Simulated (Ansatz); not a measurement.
CH$_{6}$OSi$_{2}$ (`O=C([SiH3])[SiH3]`), relaxed with RKS PBE0-D4/def2-TZVP in the Gaussian-basis code of Ansatz from a PBE-D4/def2-SVP geometry. The force threshold is 0.005 eV/Å; the program also tests the step.

Total charge 0; spin multiplicity 1.

Start:

```xyz
10

O     0.942   -1.778   -0.455
C     0.384   -0.723   -0.186
Si    0.738    0.185    1.524
Si   -0.882    0.090   -1.454
H     1.266    1.567    1.236
H    -0.564    0.330    2.269
H     1.727   -0.604    2.330
H    -0.988   -0.758   -2.688
H    -2.223    0.216   -0.778
H    -0.400    1.475   -1.798
```

Q: By how much does the energy fall, and how many steps does the optimiser take? (Best estimate.)

A: Computed: 0.86 kcal/mol, in 6 steps.

Q: Which bonds change most? (Estimate.)

A: Ansatz gave: C2–Si4 from 1.968 to 1.942 Å; C2–Si3 from 1.968 to 1.942 Å; Si4–H9 from 1.507 to 1.488 Å; Si3–H5 from 1.507 to 1.488 Å.

Q: Give the relaxed structure. (Best estimate.)

A: Ansatz gave: 
```xyz
10

O     0.926   -1.739   -0.448
C     0.371   -0.696   -0.179
Si    0.732    0.184    1.514
Si   -0.877    0.089   -1.444
H     1.260    1.546    1.229
H    -0.553    0.327    2.250
H     1.708   -0.614    2.294
H    -0.965   -0.763   -2.654
H    -2.202    0.211   -0.777
H    -0.400    1.456   -1.785
```
